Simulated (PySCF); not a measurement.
H₂ClSi, SMILES [SiH2]Cl, doublet at its CAM-B3LYP/def2-SVP optimised geometry (Å):

```
4

Si    -0.4077    -0.6294     0.0000
Cl    -1.0827     1.3259     0.0000
H     -0.9347    -1.3259    -1.2077
H      1.0827    -0.6294     0.0000
```

Method: PySCF with unrestricted CAM-B3LYP/def2-TZVP.

Map of the HOMO−1 amplitude (α) (bohr^(-3/2)) on the plane z = 0.6 Å; orbital energy -10.53 eV, overall sign arbitrary:

```
|:::::::::::::::::::::::::::::|
|::::::::::::-::::::::::::::::|
|::::::::::------:::::::::::::|
|:::::::::--------::::::::::::|
|::::::::--====----:::::::::::|
|::::::::-=+++==---:::::::::::|
|::::...:-=*#*++=---::::::::::|
|:::.....-+#%%*+=---::::::::::|
|:::... .:+%@@#+=---::::::::::|
|:::..   .=#@@#+=--:::::::::::|
|:::..   .-*##*+=--:::::::::::|
|:::...  .:=+++=--::::::::::::|
|:::......:-===--:::::::::::::|
|::::.....::----::....::::::::|
|:::::....:::-::........::::::|
|::::::::::::::..    ...::::::|
|::::::::::::::.      ..::::::|
|:::::::::::::..      ..::::::|
|:::::::::::::..     ...::::::|
|:::::::::::::...   ....::::::|
|:::::::::-::::........:::::::|
|:::::::::::::::......::::::::|
|:::::::::::::::::::::::::::::|
|:::::::::::::::::::::::::::::|
|:::::::::::::::::::::::::::::|
|:::::::::::::::::::::::::::::|
|:::::::::::::::::::::::::::::|
|:::::::::::::::::::::::::::::|
|:::::::::::::::::::::::::::::|
```
Scale: ten equal steps from -0.072 (start of ' ') to 0.208 (end of '@'), in the order ' .:-=+*#%@'; x runs from -3.50 to 3.50, y from -3.50 (bottom) to 3.50 (top).
